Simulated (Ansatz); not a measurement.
Geometry optimisation, RKS PBE/def2-SVP in Ansatz 0.2.0.

Input file:

```yaml
crystal:
  periodic: [false, false, false]
  atoms:
    - { symbol: Mo, position_ang: [0.328371, 0.335273, -0.441581] }
    - { symbol: F, position_ang: [0.468832, -0.252156, 2.50081] }
    - { symbol: F, position_ang: [1.591084, 0.112281, -1.781032] }
    - { symbol: F, position_ang: [-0.046454, 1.986746, -1.194333] }
    - { symbol: F, position_ang: [-1.056274, 0.693693, 0.815469] }
    - { symbol: F, position_ang: [0.653478, -1.397828, 0.113729] }
    - { symbol: F, position_ang: [-0.985228, -0.408379, -1.534578] }
    - { symbol: O, position_ang: [1.547144, 1.024535, 0.757055] }
    - { symbol: Si, position_ang: [2.803158, 1.022764, 1.956538] }
    - { symbol: H, position_ang: [3.162061, -0.393001, 2.301327] }
    - { symbol: H, position_ang: [3.945233, 1.72714, 1.279666] }
    - { symbol: H, position_ang: [2.299608, 1.826631, 3.12587] }
    - { symbol: H, position_ang: [-0.093913, 0.4026, 2.126461] }
basis:
  gaussian: { orbitals: def2-SVP }
hamiltonian:
  xc: pbe
relax:
  f_tol: 0.03
  max_steps: 50
```

Launched with:

```bash
$ ansatz run input.yaml --threads 4 --pin off --max-ram 5120MiB --backend cpu --events-out ev --progress --plain --runs-dir out
```

Where does it end, and by what steps?

It converged. The force dipped under the threshold on the way, but the program's further checks kept it going. After 15 steps the energy has fallen by 0.389 eV; F2 moved furthest, 0.86 Å.

| step | energy less start (eV) | largest force component (eV/Å) | accepted |
| --- | --- | --- | --- |
| 0 | 0.0000 | 1.139 | yes |
| 1 | -0.2316 | 0.425 | yes |
| 2 | -0.2793 | 1.508 | yes |
| 3 | -0.3529 | 0.560 | yes |
| 4 | -0.3775 | 0.137 | yes |
| 5 | -0.3842 | 0.083 | yes |
| 6 | -0.3793 | 0.248 | no |
| 7 | -0.3862 | 0.065 | yes |
| 8 | -0.3870 | 0.052 | yes |
| 9 | -0.3874 | 0.036 | yes |
| 10 | -0.3879 | 0.021 | yes |
| 11 | -0.3884 | 0.072 | yes |
| 12 | -0.3887 | 0.059 | yes |
| 13 | -0.3889 | 0.023 | yes |
| 14 | -0.3891 | 0.020 | yes |
| 15 | -0.3892 | 0.028 | yes |

```xyz
13
Properties=species:S:1:pos:R:3
Mo 0.400 0.261 -0.578
F 0.378 0.378 3.084
F 1.515 0.451 -2.036
F -0.095 2.044 -0.692
F -0.844 0.035 0.852
F 0.763 -1.556 -0.509
F -1.024 -0.131 -1.703
O 1.699 0.637 0.639
Si 2.785 1.010 1.942
H 2.960 -0.213 2.780
H 4.054 1.332 1.207
H 2.271 2.214 2.659
H -0.245 0.220 2.381
```

Whether the end is a true minimum wasn't checked by a vibrational analysis.

The run took 45 s on 4 threads of Arm Neoverse V2, with other jobs on the host, peak memory 0.27 GiB.
